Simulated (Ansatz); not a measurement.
The cluster Cu₂Se⁺, relaxed as a quartet with UKS r2SCAN-D4/def2-TZVP in Ansatz, starting from the r2SCAN-D4/def2-TZVP geometry of the charge +1 doublet. Force threshold 0.02 eV/Å.

The relaxation made no stability test and no search for a lower SCF solution. At r2SCAN-D4/def2-TZVP a doublet of charge 1 lies 2.06 eV below the quartet, each at its own geometry. The structure comes from a short search, and lower isomers may exist.

Start:

```tsv
atom	x (Å)	y (Å)	z (Å)
Cu1	-0.8097	-0.6329	1.0474
Cu2	0.8142	-0.5453	-1.0922
Se3	-0.0046	1.1782	0.0448
```

(1) Estimate the energy that the relaxation releases and the steps that it takes.

(2) Does the start keep its bonding and symmetry?

(3) Predict the relaxed structure.

## Answers

(1) 10.2 kcal/mol, in 6 steps; 22 s on 4 threads of Arm Neoverse V2 on a shared host. No frequencies were taken in this run, so the end may be a saddle point.

(2) By distances, no bond broke or formed. The bond that changes most is Cu1–Se3, from 2.22 to 2.39 Å (atoms count from 1). Point group C2v at the start, C2v at the end, both within 0.05 Å.

(3) 
```xyz
3

Cu   -0.691   -0.735    0.888
Cu    0.697   -0.660   -0.941
Se   -0.005    1.396    0.053
```
Bond lengths (bridged metal pairs left out): 2 × Cu–Se 2.39 Å.
